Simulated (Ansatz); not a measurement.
Stretching the Se1–H2 bond in hydrogen selenide (SMILES [SeH2]) (multiplicity 1 held, fragments rigid). Energies count from the point at 1.470 Å.
Geometry at that point (charge 0, multiplicity 1):
```xyz
3

Se     0.0001     0.0571     0.0025
H     -1.0525    -0.9689    -0.0382
H      1.0502    -0.9711    -0.0464
```

R- and RO- levels are restricted; in cc, def2 and unpolarised 6-31G sets they are followed outwards from rest. Unrestricted levels (U-) break spin symmetry where that is lower. Curves can end on different states.

Frozen-core correlation. Filled d and f shells under p-block atoms count as core.

Codes used: Ansatz (Gaussian basis) for Hartree–Fock, density functionals and correlated methods. 

Predict the energy at R = 4.705 Å from U-B3LYP/cc-pVTZ.

83.9 kcal/mol

What energy at R = 4.705 Å does U-SCS-MP2/cc-pVTZ give?

82.7 kcal/mol

What energy at R = 4.705 Å does R-MP2/cc-pVTZ give?

102.2 kcal/mol

Doubts at one or more of the structures used: a spin-contaminated determinant (U-B3LYP/cc-pVTZ, U-SCS-MP2/cc-pVTZ); a restricted determinant that unrestricted orbitals would lower (R-MP2/cc-pVTZ).

Ansatz is a program for electronic structure.
